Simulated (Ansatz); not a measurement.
A structure relaxed at PBE-D4/def2-SVP in Ansatz, charge 0, singlet:

Cartesian coordinates in Å:
```
Au 0.892 -0.555 -3.409
Au 0.020 0.842 1.037
Au -0.899 0.488 3.399
Au -0.013 -0.775 -1.026
```

**Question.** Give its formula.

**Answer.** the cluster Au4.

**Question.** Summarise the bond lengths by kind (pairs closer than 1.2 times the sum of covalent radii, bridged metal pairs left out).

**Answer.** 3 × Au–Au 2.56 to 2.62 Å.

In the def2 sets Au takes a core potential; there is no spin–orbit coupling. The relaxation made no stability test and no search for a lower SCF solution. No other spin state of charge 0 was run. Another isomer (singlet) lies 0.43 eV lower at PBE0-D4/def2-TZVP; other spin states weren't run for this one.
